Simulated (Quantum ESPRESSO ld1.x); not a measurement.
All-electron atom: Sb3+ in [Kr] 4d10 5s2. Method: scalar-relativistic Kohn-Sham, exchange-only LDA, spin-polarised, spherical densities, point nucleus; computed with ld1.x of Quantum ESPRESSO 7.5. Some entries of the table are withheld. Estimate them.

orbital  occ.  eigenvalue (eV)  <r> (bohr)
1s          2              (1)     0.02845
2s          2              (2)      0.1227
2p          6         -4165.99      0.1072
3s          2         -930.369      0.3311
3p          6         -777.588      0.3292
3d         10         -543.737      0.3057
4s          2         -176.215      0.7906
4p          6         -129.313      0.8519
4d         10         -61.1380       1.023
5s          2         -38.0188       2.026

Answer. 
(1) 1s eigenvalue (eV): -30297.9
(2) 2s eigenvalue (eV): -4634.66
